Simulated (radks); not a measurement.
Results of a calculation; reference values are marked as such.
Task: P2+, configuration [Ne] 3s0.5 3p2.5 (fractional occupations, a model configuration). Level of theory: non-relativistic Kohn-Sham, SCAN, spin-polarised, spherical densities, point nucleus; open shells are filled with parallel spins first; meta-GGA in the generalised Kohn-Sham scheme (a radial shooting solver on a logarithmic mesh with Libxc functionals). Some entries of the table are withheld. Estimate them.

| orbital | occ. | eigenvalue (hartree) | r(max) (bohr) | <1/r> (bohr^-1) |
|---|---|---|---|---|
| 1s up | 1 | (1) | 0.06806 | 14.56 |
| 1s down | 1 | (2) | 0.06805 | 14.56 |
| 2s up | 1 | -7.45277 | 0.4193 | 2.825 |
| 2s down | 1 | -7.43737 | 0.4200 | 2.818 |
| 2p up | 3 | (3) | 0.3546 | 2.714 |
| 2p down | 3 | (4) | 0.3555 | 2.712 |
| 3s up | 0.5 | -1.36634 | 1.517 | 0.7822 |
| 3p up | 2.5 | -0.98521 | 1.657 | 0.6941 |

Result: 
(1) 1s up eigenvalue (hartree): -77.76360
(2) 1s down eigenvalue (hartree): -77.73979
(3) 2p up eigenvalue (hartree): -5.60253
(4) 2p down eigenvalue (hartree): -5.57257
